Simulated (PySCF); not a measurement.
ClH7Si3, SMILES [SiH3][SiH2][SiH2]Cl.

Geometry optimised at B3LYP-D3(BJ)/def2-SVP. Other conformers were not sampled.

The numbers are results of CAM-B3LYP/def2-TZVP run with PySCF, not measurements.

Gas-phase values at a fixed geometry.

| Property | Result |
|---|---|
| total energy | -1332.98998 hartree |
| highest occupied level | -9.25 eV |
| lowest empty level | 0.31 eV |
| orbital gap | 9.56 eV |
| dipole moment | 1.48 D |
| quadrupole, principal values (traceless, Buckingham form, about the centre of nuclear charge) | -3.43, 0.51, 2.92 D·Å |
| mean static polarisability | 97.3 bohr³ (14.42 Å³) |
| polarisability, principal values | 81.4, 98.7, 111.7 bohr³ |
